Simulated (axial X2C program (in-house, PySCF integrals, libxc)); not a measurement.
## NiB⁺ along the bond: BHandHLYP, with spin–orbit coupling

Calculated with an in-house all-electron X2C program for linear molecules (integrals from PySCF). Two-component (2c) means X2C with spin–orbit coupling and atomic mean-field two-electron Coulomb and Gaunt terms. Basis: Ni dyall-cv3z [9s9p6d3f2g], B dyall-v3z [7s6p2d1f] (cores contracted in-house); Gaussian nuclei, density fitting, unrestricted open shells. Masses: Ni 57.935 u, B 11.009 u.

State: Ω = 3 (⟨Sz⟩ = 1.00, ⟨Lz⟩ = 2.00 at BHandHLYP). Dipoles are positive if B is the positive end and refer to the centre of mass.

Results along the bond:

```tsv
R (Å)	μ (D)	HOMO (eV)	LUMO (eV)
1.627	-0.049	-13.99	-8.38
1.702	0.109	-14.03	-8.37
1.758	0.238	-14.05	-8.36
1.814	0.373	-14.05	-8.36
1.870	0.508	-14.04	-8.35
1.935	0.663	-14.02	-8.35
2.001	0.813	-13.98	-8.34
2.085	0.995	-13.92	-8.32
2.188	1.195	-13.82	-8.30
2.337	1.442	-13.64	-8.25
```

One determinant describes the state; a PBE0 search over occupations chose it and may have missed a lower one. Density functionals use the spin component along the axis (collinear). Other states lie close and PBE0, whose exact exchange favours high spin, may order them wrongly; the determinant shown need not be the ground state. The nearest other spin-free determinant of the search, M_S = 0, Λ = 2, lies 0.06 eV up at the distance of the search. Without a current term, density functionals place determinants with orbital angular momentum somewhat too high. With several unpaired electrons one determinant need not be a pure state. A state of lower Ω lies just above, and one determinant can place such states too high, so the state shown need not be the lowest. The search has Ω = 2 only 0.06 eV up.
